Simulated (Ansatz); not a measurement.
`F[Si](F)([SeH])[SeH]` + `[CH3][Ga]([CH3])[F]` → `[CH3][Ga]([CH3])[SeH]` + `F[Si](F)(F)[SeH]`  (redistribution)

Program: Ansatz. Geometries: PBE0-D4/def2-TZVP. ΔE: electronic, gas phase. CCSD(T)/CBS adds triple-zeta CCSD(T) − MP2 to the extrapolated MP2 energy (def2 sets, frozen cores). For Ga, Se outer-core shells are correlated without core-valence functions, which leaves a few kJ/mol of doubt a bond. Scalar relativity is left out up to krypton. Each species was taken in one conformer, which may not be the lowest.

`F[Si](F)([SeH])[SeH]`:

Z-matrix (Å, degrees):
```
Si
F 1 1.585
Se 1 2.249 2 104.1
F 1 1.585 2 106.6 3 119.7
Se 1 2.249 2 113.0 3 -126.6
H 3 1.469 1 91.2 2 -172.9
H 5 1.469 1 91.2 2 72.0
```

`[CH3][Ga]([CH3])[F]`:

Cartesian coordinates in Å:
```
C -0.355 -0.182 -1.769
Ga -0.200 0.485 0.061
C 0.544 -0.250 1.712
F -0.892 2.105 0.271
H 0.617 -0.507 -2.149
H -1.025 -1.045 -1.803
H -0.752 0.596 -2.421
H 0.508 0.495 2.506
H -0.025 -1.128 2.027
H 1.579 -0.568 1.565
```

`[CH3][Ga]([CH3])[SeH]`:

```xyz
11

C    -1.445   -0.685    0.665
Ga    0.160   -0.057   -0.281
C     1.387    1.358    0.311
Se    0.724   -1.088   -2.307
H    -1.167   -1.489    1.352
H    -2.187   -1.080   -0.030
H    -1.896    0.116    1.253
H     1.788    1.118    1.299
H     2.219    1.492   -0.380
H     0.850    2.306    0.399
H    -0.434   -1.991   -2.282
```

`F[Si](F)(F)[SeH]`:

Cartesian coordinates in Å:
```
F 1.481 -0.277 0.845
Si 0.242 -0.443 -0.112
F -0.179 -1.959 -0.120
F 0.749 -0.060 -1.553
Se -1.531 0.747 0.536
H -0.762 1.994 0.404
```

```json
{"species": "`F[Si](F)([SeH])[SeH]`", "HF/CBS(def2) energy (Eh)": "-5289.09857"}
{"species": "`[CH3][Ga]([CH3])[F]`", "HF/CBS(def2) energy (Eh)": "-2102.10446"}
{"species": "`[CH3][Ga]([CH3])[SeH]`", "HF/CBS(def2) energy (Eh)": "-4403.09010"}
{"species": "`F[Si](F)(F)[SeH]`", "HF/CBS(def2) energy (Eh)": "-2988.15566"}
```

**Question.** Work out ΔE.

**Answer.** ΔE = (-4403.09010) + (-2988.15566) − (-5289.09857) − (-2102.10446) = -0.04273 Eh = -26.8 kcal/mol. CCSD(T)/CBS gives -23.6 kcal/mol.

Largest T1 diagnostic among the species: 0.012.

From r2SCAN to r2SCAN0 (25 % exact exchange), in def2-TZVPP and without D4, ΔE moves by −1.4 kcal/mol. In def2-TZVPP, CCSD(T) changes the Hartree–Fock value by +2.4 kcal/mol (the triples alone add +0.6 kcal/mol) and MP2 by +2.7 kcal/mol. At CCSD(T), def2-SVP lies +4.3 kcal/mol from the extrapolated value and def2-TZVPP −0.6 kcal/mol.
